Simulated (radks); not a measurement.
Species: Pr29+. Configuration: [Ar] 3d10 4s2.

Calculated with a radial shooting solver on a logarithmic mesh with Libxc functionals: non-relativistic Kohn-Sham, LB94 model potential, spin-polarised, spherical densities, point nucleus; relativity is left out, which matters for an element this heavy.

Energy parts (eV):
kinetic: 231447.46
electron-nucleus: -515019.18
Hartree: 57152.75
(The LB94 potential has no energy functional, so no total or exchange-correlation energy is given.)

Orbitals (lengths in bohr, moments of r in powers of bohr):
orbital  occ.  eigenvalue (eV)      <r>
1s          2        -40887.49  0.02570
2s          2        -7249.227   0.1097
2p          6        -6928.878  0.09309
3s          2        -2309.108   0.2829
3p          6        -2169.011   0.2720
3d         10        -1911.002   0.2417
4s          2        -1096.128   0.5688
4p          0        -1039.315   0.5690
5s          0        -646.8960   0.9556

The highest occupied level is 4s at -1096.1 eV. For comparison, the ionisation energy in NIST's Atomic Spectra Database is 1124 eV (theoretical). In exact Kohn-Sham theory the highest level is minus the ionisation energy, but local and semilocal functionals leave it too shallow, through self-interaction and a potential that decays too fast; potentials with the right tail come closer. The electron density at the nucleus is 1.461e+05 e/bohr^3.
